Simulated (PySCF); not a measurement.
Job file and geometry (Å, from GFN2-xTB) of an NMR shielding run on `CC#C/C=C\[Si@H]1OCCS1`, C7H10OSSi, PySCF, GIAO PBE0/pcSseg-1 NMR shielding, non-relativistic, gas phase; density fitting, a coarse starting grid and PySCF grid level 2 are the driver's defaults:

```
$ OMP_NUM_THREADS=1 python probes_run.py task.json out

{"job": {"kind": "nmr", "xc": "PBE0", "basis": "pcSseg-1"}, "charge": 0, "multiplicity": 1}
C     -4.158912    -0.778916    -0.011162
C     -3.105999     0.201909     0.100360
C     -2.217747     1.010673     0.186364
C     -1.208339     1.977280     0.332276
C      0.079452     1.752496     0.056265
Si     0.709399     0.126010    -0.600013
O      2.187203     0.414345    -1.233606
C      3.178024    -0.535323    -0.981127
C      3.090298    -1.013244     0.460500
S      1.340426    -1.334846     0.864531
H     -4.866577    -0.479980    -0.784845
H     -4.690598    -0.859665     0.937009
H     -3.739285    -1.751377    -0.267016
H     -1.544297     2.940592     0.702357
H      0.787266     2.556467     0.212869
H     -0.143012    -0.583333    -1.545308
H      3.050395    -1.383577    -1.663512
H      4.148927    -0.068567    -1.173177
H      3.647304    -1.933987     0.613692
H      3.450924    -0.246277     1.145686
```

**Question.** What does the program print?

**Answer.** 
```
coarse grid: 18136 points
cycle   1  E = -1034.7376980330  dE =  1.523e+00  |g| = 7.198e-01  |ddm| = 4.555e+00
cycle   2  E = -1034.6476002168  dE =  9.010e-02  |g| = 1.021e+00  |ddm| = 1.709e+00
cycle   3  E = -1034.8387185765  dE = -1.911e-01  |g| = 1.409e-01  |ddm| = 1.138e+00
cycle   4  E = -1034.8428565929  dE = -4.138e-03  |g| = 3.979e-02  |ddm| = 2.073e-01
cycle   5  E = -1034.8431506590  dE = -2.941e-04  |g| = 2.246e-02  |ddm| = 6.634e-02
cycle   6  E = -1034.8432722941  dE = -1.216e-04  |g| = 6.997e-03  |ddm| = 2.233e-02
cycle   7  E = -1034.8432834853  dE = -1.119e-05  |g| = 1.944e-03  |ddm| = 6.751e-03
cycle   8  E = -1034.8432844221  dE = -9.368e-07  |g| = 4.940e-04  |ddm| = 2.175e-03
final grid: 167056 points
cycle   9  E = -1034.9160638623  dE = -3.494e-05  |g| = 1.129e-02  |ddm| = 5.495e-02
cycle  10  E = -1034.9160435094  dE =  2.035e-05  |g| = 1.526e-02  |ddm| = 2.152e-02
cycle  11  E = -1034.9160909315  dE = -4.742e-05  |g| = 1.575e-03  |ddm| = 1.259e-02
cycle  12  E = -1034.9160914635  dE = -5.321e-07  |g| = 2.172e-04  |ddm| = 1.672e-03
cycle  13  E = -1034.9160914725  dE = -8.989e-09  |g| = 1.123e-04  |ddm| = 3.816e-04
cycle  14  E = -1034.9160914755  dE = -2.976e-09  |g| = 3.393e-05  |ddm| = 1.296e-04
cycle  15  E = -1034.9160914757  dE = -1.983e-10  |g| = 1.861e-05  |ddm| = 4.067e-05
converged SCF energy = -1034.9160914757

GIAO shielding tensors (ppm)
atom      isotropic    diamagn.    paramagn.     s11        s22        s33       span
  0 C      181.151     254.749     -73.598    173.683    175.094    194.675     20.992
  1 C       80.668     270.887    -190.220     16.803     22.606    202.595    185.792
  2 C      101.531     256.292    -154.761     11.757     15.378    277.458    265.701
  3 C       48.013     258.836    -210.823    -73.875     55.608    162.307    236.182
  4 C       41.323     264.955    -223.632    -82.063     47.854    158.178    240.241
  5 Si     343.384     881.232    -537.848    304.149    333.598    392.405     88.256
  6 O      285.396     399.333    -113.937    236.420    269.990    349.778    113.358
  7 C      116.723     241.645    -124.922     80.489    116.026    153.654     73.165
  8 C      150.226     254.513    -104.287    119.981    163.752    166.946     46.965
  9 S      645.982    1060.930    -414.948    534.060    595.451    808.436    274.376
 10 H       29.517      26.055       3.462     24.499     27.444     36.609     12.110
 11 H       29.464      26.979       2.484     24.554     27.451     36.386     11.831
 12 H       29.503      33.948      -4.445     24.153     28.841     35.515     11.362
 13 H       25.114      29.063      -3.950     21.895     25.532     27.914      6.019
 14 H       25.497      32.287      -6.790     22.542     24.811     29.138      6.596
 15 H       25.737      31.928      -6.191     21.758     23.947     31.506      9.748
 16 H       28.060      28.572      -0.512     22.572     26.173     35.434     12.863
 17 H       27.252      26.397       0.855     21.924     26.097     33.735     11.811
 18 H       29.024      29.746      -0.722     23.142     26.573     37.356     14.214
 19 H       28.661      31.242      -2.581     22.583     26.275     37.126     14.543
```

**Question.** Turn these shieldings into chemical shifts. References, each an isolated molecule treated in the same way: ¹³C (186.93 ppm), ²⁹Si (349.16 ppm), ¹H (31.72 ppm) vs TMS; ¹⁷O (336.08 ppm) vs H2O; ³³S (503.73 ppm) vs CS2.

**Answer.** Averaging equivalent atoms: C 4: 145.6; C 3: 138.9; C 1: 106.3; C 2: 85.4; C 7: 70.2; C 8: 36.7; C 0: 5.8; Si 5: 5.8; O 6: 50.7; S 9: -142; H 13: 6.60; H 14: 6.22; H 15: 5.98; H 17: 4.46; H 16: 3.66; H 19: 3.06; H 18: 2.69; H 10/11/12: 2.22 ppm. Experimental scales use liquid or dissolved standards, which lie at an offset from isolated H2O (liquid H2O: subtract about 36 ppm).

Size and cost of the density-fitted run: 234 basis functions, 94 s wall time on 1 thread of an Arm Neoverse N1, shared host; peak memory 1.1 GiB.
